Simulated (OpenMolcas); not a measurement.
## Pd³⁺: CASPT2 settings compared

* Program: OpenMolcas 26.06
* Basis: ANO-RCC-VDZ [6s5p3d]
* Scalar Hamiltonian: DKH4, point nucleus
* Active space: 7 electrons in 5 orbitals (4d)
* State averaging: 2S+1 = 4 even, 10 roots; 2S+1 = 2 even, 35 roots kept (CI in the orbitals of an earlier block)
* Spin-orbit coupling: state interaction with AMFI integrals over the reference wave functions, term energies averaged over their components

Methods on the same reference wave functions:
A. CASSCF
B. SS-CASPT2, IPEA 0.5 Eh, sigma2 regulariser 0.15 Eh (closed shells correlated: none)
C. SS-CASPT2, IPEA 0.5 Eh, sigma2 regulariser 0.05 Eh (closed shells correlated: 3d 4s 4p)
D. XMS-CASPT2, IPEA 0.75 Eh, imaginary shift 0.4 Eh (closed shells correlated: none)

Energies in cm⁻¹ above 4d⁷ ⁴F_9/2.

| Level | A | B | C | D |
| --- | --- | --- | --- | --- |
| 4d⁷ ⁴F_9/2 | 0.0 | 0.0 | 0.0 | 0.0 |
| 4d⁷ ⁴F_7/2 | 2963 | 2960 | 2970 | 2960 |
| 4d⁷ ⁴F_5/2 | 4837 | 4830 | 4790 | 4830 |
| 4d⁷ ⁴F_3/2 | 5997 | 5990 | 5900 | 5990 |
| 4d⁷ ⁴P_3/2 [73 %] | 16609 | 16240 | 15130 | 16240 |
| 4d⁷ ⁴P_5/2 | 16930 | 16470 | 15180 | 16470 |
| 4d⁷ ²G_9/2 | 17346 | 17320 | 16860 | 17400 |
| 4d⁷ ⁴P_1/2 | 18716 | 18290 | 17100 | 18290 |
| 4d⁷ ²G_7/2 | 20291 | 20270 | 19750 | 20340 |
| 4d⁷ ²H_11/2 | 23099 | 23020 | 22800 | 23120 |
| 4d⁷ ²D_5/2 | 25392 | 25030 | 22290 | 25160 |
| 4d⁷ ²P_1/2 | 25921 | 25790 | 25190 | 25780 |
| 4d⁷ ²H_9/2 | 26102 | 26030 | 25770 | 26130 |
| 4d⁷ ²F_5/2 | 38347 | 37870 | 35900 | 38070 |
| 4d⁷ ²F_7/2 | 39517 | 39040 | 37100 | 39240 |

Among B to D the level of the table that moves most is 4d⁷ ²D_5/2, by 2900 cm-1 (lowest in C, highest in D). Moves below CASPT2's spread within the term are not significant.

From A to B the spin-free energies of the other terms of 4d⁷ shown, above ⁴F, scale by factors of 0.97 to 1.00.

The lowest spin-free term lies below A's lowest term by 0.024 hartree in B, 0.091 hartree in C, 0.024 hartree in D.

CASPT2 does not keep the components of a term degenerate, so their means are used; among the terms shown or strongly mixed into the levels shown the widest spread is 1400 cm-1 (4d⁷ ²H, C). Terms from blocks run as CI alone lack orbitals of their own. The basis is small and was not contracted for so high a charge. Without dynamic correlation excited terms often stand tens of per cent too high (terms of higher spin than the ground term too low), and those without a measured partner can miss by more than the paired ones (holds for A). The CASPT2 spread within a term exceeds the gap to the next term for 4d⁷ ²P and 4d⁷ ²H, so the order of their levels is uncertain (holds for C; D). Levels of configurations outside the active space are missing. Levels that lie high or do not pair safely by name in every column are left out.

A share in square brackets marks a mixed level and gives the weight of the term that names it, the lowest over the columns.
